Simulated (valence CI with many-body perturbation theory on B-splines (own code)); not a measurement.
## Missing levels of Pb51+

Method: relativistic CI+MBPT: three valence electrons over a frozen Dirac-Fock core [Ar] 3d10, a basis of 11 s, 11 p, 10 d, 8 f, 5 g, 2 h functions for each j, with the one-electron correlation potential Σ1, the two-electron term Σ2, the three-electron term Σ3, Breit, model QED; selected CI, second order for the rest, scaled by the run's own slope (own B-spline code, finite nucleus).

The last digits are not significant, and no measured levels were compared; by estimate large intervals hold to a few tenths of a per cent, small ones and those within an open d or f shell to about a per cent.

```
                     Level  E (eV)
        (4s^2 4p1/2) J=1/2    0.00
        (4s 4p1/2^2) J=1/2  118.12
        (4s^2 4p3/2) J=3/2       ?
(4s 4p1/2 4p3/2) J=3/2 [a]  272.13
    (4s 4p1/2 4p3/2) J=5/2  282.10
(4s 4p1/2 4p3/2) J=3/2 [b]       ?
    (4s 4p1/2 4p3/2) J=1/2  298.21
        (4s^2 4d3/2) J=3/2       ?
        (4s^2 4d5/2) J=5/2  393.65
     (4p1/2^2 4p3/2) J=3/2  413.58
        (4s 4p3/2^2) J=5/2  449.35
(4s 4p1/2 4d3/2) J=3/2 [a]  453.24
    (4s 4p1/2 4d3/2) J=5/2  462.18
        (4s 4p3/2^2) J=1/2  467.97
        (4s 4p3/2^2) J=3/2       ?
    (4s 4p1/2 4d3/2) J=1/2       ?
(4s 4p1/2 4d3/2) J=3/2 [b]       ?
(4s 4p1/2 4d5/2) J=5/2 [a]  498.42
    (4s 4p1/2 4d5/2) J=7/2  505.22
(4s 4p1/2 4d5/2) J=5/2 [b]  512.11
```

Levels are named by their leading jj configuration (3d3/2^4 stands for four electrons in 3d with j = 3/2), which in mixed levels can hold well under half, so a name can repeat and another be missing. Letters in brackets count levels of one name in rising energy.

**Question.** The levels stand in rising order. What does the calculation give for the missing energies?

**Answer.** (4s^2 4p3/2) J=3/2 169.97; (4s 4p1/2 4p3/2) J=3/2 [b] 295.83; (4s^2 4d3/2) J=3/2 360.25; (4s 4p3/2^2) J=3/2 471.84; (4s 4p1/2 4d3/2) J=1/2 477.25; (4s 4p1/2 4d3/2) J=3/2 [b] 479.24.
